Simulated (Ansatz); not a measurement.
```xyz
11

N    -0.2809    1.4599   -0.4132
Si   -0.8292    0.0492    0.4247
C     0.6307   -1.1631    0.2104
O     1.1421   -1.0621   -1.0600
F     1.6093   -0.7923    1.1523
H     0.3470    2.0982    0.0514
H    -0.9274    1.9657   -0.9969
H    -2.0276   -0.4472   -0.2980
H    -1.1329    0.2469    1.8664
H     0.4187   -2.2186    0.3988
H     1.0501   -0.1365   -1.3359
```

The species carries charge 0 and has multiplicity 1.

(1) List the PBE0/def2-TZVPP orbital energies in eV (the Gaussian-basis code of Ansatz). (Estimate.)

Results:

(1) Computed: Occupied: -1802.85, -673.34, -523.05, -391.39, -281.00, -145.17, -99.85, -99.82, -99.81, -33.13, -29.15, -24.29, -18.89, -15.95, -14.64, -14.25, -13.88, -12.84, -11.87, -11.39, -10.47, -9.91, -9.17, -8.46, -7.79. Lowest empty: 0.02, 1.16, 1.55, 1.88, 2.23, 2.52, 2.71, 2.93.
